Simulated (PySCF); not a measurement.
**Stationary points of SnF3**

These are results of PBE0 in PySCF with Sn def2-SVP with ECP28, F def2-SVP; scalar-relativistic core potentials, no spin–orbit coupling; density-fitted integrals, not measurements.

Relaxations began from a few typed shapes; open shells are unrestricted. The search is not exhaustive: other isomers or separated fragments can lie lower, and high-lying points may rest on an excited occupation.

Task: Which is the lowest minimum found?
A. doublet C2v: Sn–F 1.934 Å, Sn–F 1.982 Å (×2); F–Sn–F 102.5° (×2), F–Sn–F 155.0°
B. doublet C3v: Sn–F 1.935 Å (×3); F–Sn–F 106.0° (×3)

Result: B. The others lie at 61.3 (doublet C2v, a saddle point) kJ/mol above it.

For the lowest minimum: with an element this heavy the missing spin–orbit coupling can shift these numbers.
